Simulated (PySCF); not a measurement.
## Dipole moment and polarisability of `C=CCPC(F)=C(F)F`

C₅H₆F₃P.
Structure used (GFN2-xTB), in Å, numbered top down from 1:
```
atom  x, y, z in Å
C1     2.8300    0.5309    0.4790
C2     2.0695   -0.2953   -0.2156
C3     0.6573   -0.0051   -0.5975
P4    -0.4910   -1.2015    0.2776
C5    -2.0504   -0.3659   -0.2057
F6    -2.2890   -0.3704   -1.5327
C7    -2.9820    0.1186    0.6075
F8    -4.1466    0.6439    0.2585
F9    -2.8259    0.1575    1.9270
H10    2.4689    1.4904    0.8127
H11    3.8471    0.2889    0.7334
H12    2.4513   -1.2548   -0.5391
H13    0.3837    1.0235   -0.3506
H14    0.5135   -0.1694   -1.6705
H15   -0.4408   -0.5834    1.5298
```

Level: B3LYP/def2-SVPD (PySCF), static field, nuclei fixed, core orbitals frozen in the response. The polarisability tensor in these axes (au):

```
x   121.61   0.15  -1.32
y     0.15  75.96   4.61
z    -1.32   4.61  78.48
```

Q: What are the eigenvalues, a third of the trace, and Δα (Δα² = ½Σ(αi − αj)² over the three pairs)?

A: Principal values 72.43, 81.98 and 121.65 au; mean 92.02 au = 13.64 Å³ = 15.17 × 10⁻⁴⁰ C²·m²/J; Δα = 45.21 au (49 % of the mean).

Q: What is the dipole moment, and where does it point?

A: (1.86, 0.34, 0.24) D, 1.90 D in size, pointing from the negative to the positive side. Measured along this direction, the outermost atoms are F8 at the negative end and H11 at the positive end.

Q: Along which axes do the principal values lie, and how far do the nuclei extend along each?

A: Largest value along (1.00, 0.00, -0.03), where the nuclei span 7.98 Å; middle along (0.02, 0.61, 0.79), 3.11 Å; least along (-0.02, 0.79, -0.61), 2.40 Å. The response follows the extents in order.

Q: Find the Langevin capture rate constant for O2+ (31.990 u) meeting this molecule (154.016 u), k = 2.342 × 10⁻⁹ cm³/s × √(α in Å³ / reduced mass in u).

A: The reduced mass is 26.49 u, so k = 1.68 × 10⁻⁹ cm³/s. The formula leaves out the permanent dipole, which adds to the capture rate.

Q: What would n − 1 = 2πNα be for an ideal gas of these molecules at 298.15 K and 1 atm, electronic part alone?

A: N = p/kT = 2.4615 × 10¹⁹ cm⁻³, so n − 1 = 2π × N × 13.64 × 10⁻²⁴ cm³ = 2109 × 10⁻⁶ at long wavelengths.

Q: Rayleigh depolarisation ratio (linearly polarised light, static tensor)?

A: ρ = 3Δα²/(45ᾱ² + 4Δα²) = 6132.9/(381028 + 8177.2) = 0.0158.

Q: Give the eigenvalues of the traceless quadrupole moment Θ = ½Σq(3rr − r²1), origin at the centre of nuclear charge.

A: -2.29, -0.04, 2.32 D·Å. The values depend on the origin, since the dipole doesn't vanish. The electronic extent ⟨r²⟩ about the same centre is 1855 bohr², a root-mean-square distance of 2.58 Å for the 78 electrons.

Isolated species at its GFN2-xTB geometry (one conformer only).

The run behind these numbers computed excited states as well. The run took 43 s of wall time on one thread, Arm Neoverse V2 (aarch64), shared host, and the process peaked at 0.94 GiB of memory.
